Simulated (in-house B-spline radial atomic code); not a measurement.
RPA and G0W0 for Ru IX (Ru8+), [Ar] 3d10 4s2 4p6, as one setting changes: the share of exact exchange in the PBE hybrid start. A dash marks a level of low quasi-particle weight. Computed with an all-electron radial atomic-structure program (B-spline basis): all electrons, scalar-relativistic (spin-free one-electron X2C), finite nucleus, each spin shell either full or empty, empty states to l = 9 with an (l + 1/2)⁻⁴ tail; G0W0 by contour deformation at full frequency.

```json
{"share of exact exchange in the PBE hybrid start": "0", "mean-field level (eV)": "-169.18", "G0W0 level (eV)": "4p -180.00", "RPA correlation (Eh)": "-2.8176"}
{"share of exact exchange in the PBE hybrid start": "0.1", "mean-field level (eV)": "-170.36", "G0W0 level (eV)": "4p -180.04", "RPA correlation (Eh)": "-2.7947"}
{"share of exact exchange in the PBE hybrid start": "0.2", "mean-field level (eV)": "?", "G0W0 level (eV)": "?", "RPA correlation (Eh)": "?"}
{"share of exact exchange in the PBE hybrid start": "0.3", "mean-field level (eV)": "-172.70", "G0W0 level (eV)": "4p -180.11", "RPA correlation (Eh)": "-2.7509"}
{"share of exact exchange in the PBE hybrid start": "0.4", "mean-field level (eV)": "-173.88", "G0W0 level (eV)": "4p -180.14", "RPA correlation (Eh)": "-2.73"}
{"share of exact exchange in the PBE hybrid start": "0.5", "mean-field level (eV)": "-175.05", "G0W0 level (eV)": "4p -180.16", "RPA correlation (Eh)": "-2.7096"}
{"share of exact exchange in the PBE hybrid start": "0.6", "mean-field level (eV)": "-176.22", "G0W0 level (eV)": "4p -180.19", "RPA correlation (Eh)": "-2.6898"}
{"share of exact exchange in the PBE hybrid start": "0.7", "mean-field level (eV)": "?", "G0W0 level (eV)": "?", "RPA correlation (Eh)": "?"}
{"share of exact exchange in the PBE hybrid start": "0.8", "mean-field level (eV)": "-178.57", "G0W0 level (eV)": "4p -180.23", "RPA correlation (Eh)": "-2.6516"}
{"share of exact exchange in the PBE hybrid start": "0.9", "mean-field level (eV)": "-179.74", "G0W0 level (eV)": "4p -180.25", "RPA correlation (Eh)": "-2.6332"}
{"share of exact exchange in the PBE hybrid start": "1", "mean-field level (eV)": "-180.91", "G0W0 level (eV)": "4p -180.27", "RPA correlation (Eh)": "-2.6152"}
```

(1) What belongs in the row for 0.7?

(2) What belongs in the row for 0.2?

(3) At what share of exact exchange does G0W0 leave the highest level unchanged?

Answers

(1) mean-field level (eV): -177.39; G0W0 level (eV): 4p -180.21; RPA correlation (Eh): -2.6704.

(2) mean-field level (eV): -171.53; G0W0 level (eV): 4p -180.08; RPA correlation (Eh): -2.7725.

(3) Near 0.94, where the shift changes sign (-0.510 eV at 0.9, +0.643 eV at 1).
